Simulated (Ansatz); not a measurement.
## How methods differ on ZrCl4 (zirconium tetrachloride)

ZrCl4 has 5 atoms, charge 0, and is taken as a singlet. SMILES: `Cl[Zr](Cl)(Cl)Cl`. The shape was relaxed beforehand at B3LYP/def2-SVP.

Each level gives the adiabatic electron affinity (to the doublet anion, shapes relaxed at B3LYP/def2-SVP, no zero-point term) (eV). The values are calculated.

The electron affinity is E(neutral) − E(anion): positive where the electron is bound.

| level | kind | program | value (eV) | less CCSD(T)/def2-SVP | CPU time (all runs) |
| --- | --- | --- | --- | --- | --- |
| SVWN5/def2-SVP (core potential) | LDA | Ansatz | 0.64 | -0.07 | 16 s |
| PBE/def2-SVP (core potential) | GGA | Ansatz | 0.88 | +0.17 | 28 s |
| r2SCAN/def2-SVP (core potential) | meta-GGA | Ansatz | 1.09 | +0.38 | 58 s |
| PBE0-D4/def2-SVP (core potential) | global hybrid | Ansatz | 1.25 | +0.54 | 11 s |
| wB97M-V/def2-SVP (core potential) | range-separated hybrid | Ansatz | 1.30 | +0.59 | 50 s |
| B2PLYP/def2-SVP (core potential) | double hybrid | Ansatz | 0.95 | +0.24 | 18 s |
| RPA@PBE/def2-SVP (core potential) | RPA | Ansatz | 0.75 | +0.04 | 38 s |
| MP2/def2-SVP (core potential) | perturbation theory | Ansatz | 0.58 | -0.13 | 16 s |
| CCSD(T)/def2-SVP (core potential) | coupled cluster or CI | Ansatz | 0.71 | 0.00 | 27 s |

Differences are taken from CCSD(T)/def2-SVP (core potential) for orientation; it has basis-set and higher-order errors of its own. Spin-orbit coupling, which can split open shells on such heavy atoms by tenths of an eV, is left out. The values span 0.58 to 1.30 eV. CPU times are rough (shared hosts, several kinds of processor): they show what a rung costs within a factor of a few.
